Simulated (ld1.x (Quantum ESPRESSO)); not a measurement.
**tin, ultrasoft: configuration errors across variants**

| Property | Result |
| --- | --- |
| Element | Sn |
| Generator | ld1.x (Quantum ESPRESSO) 7.5 |
| Type | ultrasoft |
| Functional | PBEsol |
| Relativity | scalar-relativistic |
| Frozen core | [Kr] |
| Valence charge | 14 |
| Reference configuration | 4d10 5s1.75 5p2.25 |
| Partial waves | 5s (bound): rcut 1.60, rcutus 2.00 bohr; 5s channel at -0.25 Ry: rcut 1.60, rcutus 2.00 bohr; 5p (bound): rcut 1.55, rcutus 2.05 bohr; 5p channel at 1.95 Ry: rcut 1.55, rcutus 2.05 bohr; 4d (bound): rcut 1.35, rcutus 1.45 bohr; 4d channel at -1.5 Ry: rcut 1.35, rcutus 1.45 bohr |
| Local potential | all-electron potential smoothed inside 1.20 bohr (lloc = -2) |
| Core correction | none |
| Augmentation charge | PSQ, inside the norm-conserving radii |

All-electron excitation energies from the reference (eV): (1) 4d10 5s2 5p2 -1.729; (2) 4d10 5s2 5p1 5.169; (3) 4d10 5s2 5p0 19.140; (4) 4d10 5s2 5p2.3 -2.582; (5) 4d10 5s0 5p4 12.518; (6) 4d9 5s2 5p3 22.670; (7) 4d10 5s1 5p2 12.856.

Tests that are not counted but printed errors over 1 eV. “augmentation built from norm-conserving waves at rcut, not smoothed further”: 4d9 5s2 5p3 (solver errors, printed error -1669 eV).

2 further variants failed, have other tests or too few solved ones, and are left out.

A true bound ghost makes a file unfit for plane-wave use even where its test errors are small: the radial tests pick states by their node count and pass the ghost by. Where a test does run into it, the solver fails or the error is huge.

Errors AE − PS in meV (a dash: test not solved or not reliable):

| change | (1) | (2) | (3) | (4) | (5) | (6) | (7) | bound ghosts |
| --- | --- | --- | --- | --- | --- | --- | --- | --- |
| base | +0.2 | -1.7 | -7.0 | +0.5 | +4.9 | -52 | -0.4 | s |
| type TM semilocal; waves now 5s (bound): rc 2.00 bohr; 4d (bound): rc 1.45 bohr; 5p (bound): rc 2.05 bohr; local potential the p channel | +0.2 | -1.5 | -6.7 | +0.6 | +2.0 | -172 | +1.5 | none |
| core correction a·sin(br)/r model core inside 1.64 bohr | +0.1 | -1.6 | -7.5 | +0.4 | -2.1 | -67 | -2.0 | s |
| local potential all-electron potential smoothed inside 1.50 bohr (lloc = -1) | +0.2 | -1.7 | -7.0 | +0.5 | +5.1 | – | – | s |
| local potential all-electron potential smoothed inside 0.76 bohr (lloc = -2) | +0.2 | -1.9 | -7.1 | +0.4 | +3.8 | -52 | -1.1 | s, p |
| waves 5p (bound): rcut 1.55, rcutus 2.34 bohr; 5p channel at 1.95 Ry: rcut 1.55, rcutus 2.34 bohr | +0.2 | -1.7 | -6.1 | +0.5 | +4.3 | -58 | -1.0 | s |
| augmentation built from norm-conserving waves at rcut, not smoothed further | +0.1 | -1.6 | -4.2 | +0.4 | -5.1 | – | -2.0 | s |

(1) Give the same row for: waves 5s (bound): rcut 1.60, rcutus 2.68 bohr; 5s channel at -0.25 Ry: rcut 1.60, rcutus 2.68 bohr.

Answers

(1) +0.2, -2.2, -8.8, +0.4, +0.9, -105, -0.5; bound ghosts: s.
